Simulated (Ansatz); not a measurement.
The cluster Sn₄O₄⁻. The state is a doublet with charge -1. Geometry PBE-D4/def2-SVP, that of the neutral singlet; atoms count from 1.

```xyz
8

Sn   -1.6990    1.0508   -0.2955
Sn    0.0542   -0.6706    1.9040
Sn    0.0493   -1.5705   -1.2685
Sn    1.5954    1.1903   -0.3402
O    -1.3711   -1.0229    0.2924
O     1.4601   -0.9031    0.2539
O    -0.0424    1.3497    1.0902
O    -0.0466    0.5763   -1.6363
```

In the def2 sets Sn takes a core potential; there is no spin–orbit coupling. The highest occupied level of the charge -1 doublet lies above zero (up to 1.18 eV). By energy differences its removal costs 0.22 eV (vertical, to the charge 0 singlet, at PBE0-D4/def2-SVP); self-interaction error and the lack of diffuse functions both raise the level. The structure comes from a short search, and lower isomers may exist.

Question: Estimate the Mulliken populations from the PBE0/def2-SVP orbitals of Ansatz.

Answer: 
```
atom  charge (e)  spin (α − β)
 Sn1        0.48          0.28
 Sn2        0.48          0.28
 Sn3        0.48          0.28
 Sn4        0.48          0.28
  O5       -0.73         -0.03
  O6       -0.73         -0.03
  O7       -0.73         -0.03
  O8       -0.73         -0.03
```
Mulliken values and Mayer orders depend strongly on the basis.

Question: Where does the spin sit?

Answer: Summed by element: Sn 1.11, O -0.11, of 1 unpaired in all. Largest on single atoms: Sn4 0.28, Sn3 0.28, Sn1 0.28.

Question: And the Mayer bond orders between bonded heavy atoms (over 0.3)?

Answer: Sn1–O5 0.60 (2.18 Å); Sn1–O7 0.61 (2.18 Å); Sn1–O8 0.60 (2.18 Å); Sn2–O5 0.61 (2.18 Å); Sn2–O6 0.60 (2.18 Å); Sn2–O7 0.60 (2.18 Å); Sn3–O5 0.60 (2.18 Å); Sn3–O6 0.61 (2.18 Å); Sn3–O8 0.60 (2.18 Å); Sn4–O6 0.60 (2.18 Å); Sn4–O7 0.60 (2.18 Å); Sn4–O8 0.61 (2.18 Å).
